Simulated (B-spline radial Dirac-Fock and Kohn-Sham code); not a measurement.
**Two-hole binding energies of Lu⁴⁺**

System: Lu⁴⁺, 1s2 2s2 2p6 3s2 3p6 3d10 4s2 4p6 4d10 4f13 5s2 5p6.

Model: Dirac-Fock ΔSCF + Breit + QED. Program: an atomic code on a B-spline grid. U is the two-hole binding energy less the two single-hole energies, the effective repulsion of the holes after relaxation. Each two-hole energy is an average over J within one jj subconfiguration.

```
          holes  E(a) (eV)  E(b) (eV)  E(ab) (eV)  U (eV)
           1s⁻²    63370.1    63370.1    128046.8  1306.7
   1s⁻¹ 3p3/2⁻¹    63370.1     2090.4     65559.5    99.1
        2p1/2⁻²    10410.7    10410.7     21089.5   268.0
2p1/2⁻¹ 2p3/2⁻¹    10410.7     9305.9     19946.0   229.4
        2p3/2⁻²     9305.9     9305.9     18833.7   221.9
   2s⁻¹ 3p1/2⁻¹    10938.5     2329.2     13355.1    87.4
   2p1/2⁻¹ 3s⁻¹    10410.7     2560.7     13055.2    83.8
   2s⁻¹ 3d3/2⁻¹    10938.5     1702.6     12732.8    91.8
   2s⁻¹ 3d5/2⁻¹    10938.5     1651.6     12678.9    88.9
2p1/2⁻¹ 3d3/2⁻¹    10410.7     1702.6     12203.7    90.5
2p1/2⁻¹ 3d5/2⁻¹    10410.7     1651.6     12154.2    91.9
   2p3/2⁻¹ 3s⁻¹     9305.9     2560.7     11948.7    82.1
        3p1/2⁻²     2329.2     2329.2      4725.1    66.6
        5p1/2⁻²      86.63      86.63           ?       ?
```

Q: Give the missing two-hole energy and U.

A: E(ab) = 190.9 eV and U = 17.6 eV.

Run: 47 s of CPU time on 1 thread of Neoverse-V1 (shared host), peak memory 0.55 GiB.

Values without a named source are computed, but for edge energies of neutral atoms, which are taken from tables.
